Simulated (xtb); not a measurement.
C$_{2}$H$_{2}$N$_{3}$ (SMILES [c]1ncn[nH]1), doublet, from a rough starting geometry; xtb with GFN2-xTB.

Here is a job for xtb.
```
$ xtb mol.xyz --gfn 2 --uhf 1 --opt vtight --json

# file mol.xyz
7

C     -0.60480022    -0.92317045    -0.60216937
N      0.69505327    -0.94595108    -0.53967355
C      1.00974213     0.11987644     0.10895920
N      0.00552989     0.83755662     0.43039863
N     -1.01959583     0.15518864     0.01677205
H      2.05426094     0.40414395     0.22434282
H     -2.01516774     0.42753229     0.26831476
```

The log (banner, timings and long lists left out):

```
   ID    Z sym.   atoms
    1    6 C      1, 3
    2    7 N      2, 4, 5
    3    1 H      6, 7

           -------------------------------------------------
          |                Calculation Setup                |
           -------------------------------------------------

           -------------------------------------------------
          |                 G F N 2 - x T B                 |
           -------------------------------------------------

          ...................................................
          :                      SETUP                      :
          :.................................................:
          :  # basis functions                  22          :
          :  # atomic orbitals                  22          :
          :  # shells                           12          :
          :  # electrons                        25          :
          :  max. iterations                   250          :
          :  Hamiltonian                  GFN2-xTB          :
          :  restarted?                      false          :
          :  GBSA solvation                  false          :
          :  PC potential                    false          :
          :  electronic temp.          300.0000000     K    :
          :  accuracy                    1.0000000          :
          :  -> integral cutoff          0.2500000E+02      :
          :  -> integral neglect         0.1000000E-07      :
          :  -> SCF convergence          0.1000000E-05 Eh   :
          :  -> wf. convergence          0.1000000E-03 e    :
          :  Broyden damping             0.4000000          :
          :  net charge                          0          :
          :  unpaired electrons                  1          :
          ...................................................

 iter      E             dE          RMSdq      gap      omega  full diag
   1    -14.0355771 -0.140356E+02  0.440E+00    5.02       0.0  T
   2    -14.0897985 -0.542214E-01  0.376E+00    3.97       1.0  T
   3    -14.1184770 -0.286785E-01  0.203E+00    4.36       1.0  T
   4    -14.1161786  0.229836E-02  0.789E-01    4.32       1.0  T
   5    -14.1187759 -0.259731E-02  0.323E-01    4.35       1.0  T
   6    -14.1193314 -0.555507E-03  0.175E-01    4.32       1.0  T
   7    -14.1194688 -0.137355E-03  0.487E-02    4.34       1.0  T
   8    -14.1194765 -0.772951E-05  0.113E-02    4.33       3.4  T
   9    -14.1194771 -0.543787E-06  0.424E-03    4.33       8.9  T
  10    -14.1194771 -0.772902E-08  0.148E-03    4.33      25.5  T
  11    -14.1194771 -0.102356E-07  0.737E-04    4.33      51.3  T
  12    -14.1194771 -0.191865E-08  0.147E-04    4.33     257.9  T

   *** convergence criteria satisfied after 12 iterations ***

         :::::::::::::::::::::::::::::::::::::::::::::::::::::
         ::                     SUMMARY                     ::
         :::::::::::::::::::::::::::::::::::::::::::::::::::::
         :: total energy             -13.929436079559 Eh    ::
         :: gradient norm              0.159784248188 Eh/a0 ::
         :: HOMO-LUMO gap              4.334259962173 eV    ::
         ::.................................................::
         :: SCC energy               -14.119476964433 Eh    ::
         :: -> isotropic ES            0.015891358301 Eh    ::
         :: -> anisotropic ES          0.003772990129 Eh    ::
         :: -> anisotropic XC          0.015324425638 Eh    ::
         :: -> dispersion             -0.003613151796 Eh    ::
         :: repulsion energy           0.190040884874 Eh    ::
         :: add. restraining           0.000000000000 Eh    ::
         :: total charge               0.000000000000 e     ::
         :::::::::::::::::::::::::::::::::::::::::::::::::::::

      -----------------------------------------------------------
     |                   =====================                   |
     |                        A N C O P T                        |
     |                   =====================                   |
     |               Approximate Normal Coordinate               |
     |                Rational Function Optimizer                |
      -----------------------------------------------------------
      -----------------------------------------------------------
     |                   =====================                   |
     |                        A N C O P T                        |
     |                   =====================                   |
     |               Approximate Normal Coordinate               |
     |                Rational Function Optimizer                |
      -----------------------------------------------------------

          ...................................................
          :                      SETUP                      :
          :.................................................:
          :   optimization level         verytight          :
          :   max. optcycles                   200          :
          :   ANC micro-cycles                  20          :
          :   degrees of freedom                15          :
          :.................................................:
          :   RF solver                   davidson          :
          :   write xtbopt.log                true          :
          :   linear?                        false          :
          :   energy convergence         0.1000000E-06 Eh   :
          :   grad. convergence          0.2000000E-03 Eh/α :
          :   maxmium RF displ.          1.0000000          :
          :   Hlow (freq-cutoff)         0.1000000E-01      :
          :   Hmax (freq-cutoff)         5.0000000          :
          :   S6 in model hess.         20.0000000          :
          ...................................................

generating ANC from exact Hessian ...
Using Lindh-Hessian (1995)
 Shifting diagonal of input Hessian by    0.0000000000000000
 Lowest  eigenvalues of input Hessian
[...]
 * total energy  :   -13.9294361 Eh     change       -0.1428884E-09 Eh
 * total energy  :   -13.9410571 Eh     change       -0.1162102E-01 Eh
 * total energy  :   -13.9424477 Eh     change       -0.1390564E-02 Eh
 * total energy  :   -13.9426415 Eh     change       -0.1938236E-03 Eh
 * total energy  :   -13.9427024 Eh     change       -0.6094112E-04 Eh
 * total energy  :   -13.9427078 Eh     change       -0.5348231E-05 Eh
 * total energy  :   -13.9427086 Eh     change       -0.8332957E-06 Eh
 * total energy  :   -13.9427088 Eh     change       -0.1998562E-06 Eh
 * total energy  :   -13.9427089 Eh     change       -0.4109826E-07 Eh
   *** GEOMETRY OPTIMIZATION CONVERGED AFTER 9 ITERATIONS ***
[...]
          :  unpaired electrons                  1          :
          ...................................................

 iter      E             dE          RMSdq      gap      omega  full diag
   1    -14.1090137 -0.141090E+02  0.420E-05    3.91       0.0  T
   2    -14.1090137 -0.112621E-11  0.264E-05    3.91    1429.6  T
   3    -14.1090137 -0.144063E-11  0.161E-05    3.91    2353.1  T

   *** convergence criteria satisfied after 3 iterations ***

         :::::::::::::::::::::::::::::::::::::::::::::::::::::
         ::                     SUMMARY                     ::
         :::::::::::::::::::::::::::::::::::::::::::::::::::::
         :: total energy             -13.942708852266 Eh    ::
         :: gradient norm              0.000034668399 Eh/a0 ::
         :: HOMO-LUMO gap              3.907995964716 eV    ::
         ::.................................................::
         :: SCC energy               -14.109013502582 Eh    ::
         :: -> isotropic ES            0.015715698137 Eh    ::
         :: -> anisotropic ES          0.003048255501 Eh    ::
         :: -> anisotropic XC          0.015144713822 Eh    ::
         :: -> dispersion             -0.003673494161 Eh    ::
         :: repulsion energy           0.166304650316 Eh    ::
         :: add. restraining           0.000000000000 Eh    ::
         :: total charge               0.000000000000 e     ::
         :::::::::::::::::::::::::::::::::::::::::::::::::::::

           -------------------------------------------------
          |                Property Printout                |
           -------------------------------------------------

    * Orbital Energies and Occupations

         #    Occupation            Energy/Eh            Energy/eV
      -------------------------------------------------------------
         1        2.0000           -0.7289747             -19.8364
         2        2.0000           -0.6677490             -18.1704
         3        2.0000           -0.6562471             -17.8574
         4        2.0000           -0.6075006             -16.5309
         5        2.0000           -0.6059395             -16.4885
         6        2.0000           -0.5732650             -15.5993
         7        2.0000           -0.5627577             -15.3134
         8        2.0000           -0.5072952             -13.8042
         9        2.0000           -0.4635572             -12.6140
        10        2.0000           -0.4428501             -12.0506
        11        2.0000           -0.4363787             -11.8745
        12        2.0000           -0.4058980             -11.0450
        13        1.0000           -0.3843348             -10.4583 (HOMO)
        14                         -0.2407185              -6.5503 (LUMO)
        15                         -0.1999262              -5.4403
        16                         -0.0042146              -0.1147
        17                          0.1091744               2.9708
        18                          0.1689312               4.5969
        19                          0.2504489               6.8151
        20                          0.3737846              10.1712
        21                          0.4360466              11.8654
        22                          0.4697684              12.7830
      -------------------------------------------------------------
                  HL-Gap            0.1436162 Eh            3.9080 eV
             Fermi-level           -0.3538215 Eh           -9.6280 eV

     #   Z          covCN         q      C6AA      α(0)
     1   6 C        2.294     0.065    28.117     8.606
     2   7 N        1.897    -0.233    26.946     7.696
     3   6 C        3.300     0.126    23.632     7.783
     4   7 N        2.025    -0.211    26.348     7.614
     5   7 N        2.990     0.013    21.018     6.809
     6   1 H        0.927     0.057     2.229     2.335
     7   1 H        0.860     0.182     1.202     1.718

 Mol. C6AA /au·bohr⁶  :        763.550174
 Mol. C8AA /au·bohr⁸  :      17835.774500
 Mol. α(0) /au        :         42.558993

Wiberg/Mayer (AO) data.
largest (>0.10) Wiberg bond orders for each atom

 ---------------------------------------------------------------------------
     #   Z sym  total        # sym  WBO       # sym  WBO       # sym  WBO
 ---------------------------------------------------------------------------
     1   6 C    3.274 --     2 N    1.622     5 N    1.350     4 N    0.210
     2   7 N    3.087 --     1 C    1.622     3 C    1.281
     3   6 C    3.961 --     4 N    1.552     2 N    1.281     6 H    0.958
     4   7 N    3.013 --     3 C    1.552     5 N    1.162     1 C    0.210
     5   7 N    3.625 --     1 C    1.350     4 N    1.162     7 H    0.937
     6   1 H    0.997 --     3 C    0.958
     7   1 H    0.967 --     5 N    0.937
 ---------------------------------------------------------------------------

Topologies differ in total number of bonds
Writing topology from bond orders to xtbtopo.mol

molecular dipole:
                 x           y           z       tot (Debye)
 q only:       -0.628       0.220       0.122
   full:       -0.914       0.262       0.144       2.444
molecular quadrupole (traceless):
                xx          xy          yy          xz          yz          zz
 q only:        4.341       0.516      -2.649       0.389      -0.861      -1.692
  q+dip:        6.777       0.809      -4.623       0.596      -2.197      -2.154
   full:        6.076       1.345      -4.627       0.892      -2.814      -1.449

optimized geometry written to: xtbopt.xyz

           -------------------------------------------------
          | TOTAL ENERGY              -13.942708852266 Eh   |
          | GRADIENT NORM               0.000034668399 Eh/α |
          | HOMO-LUMO GAP               3.907995964716 eV   |
           -------------------------------------------------

normal termination of xtb
```
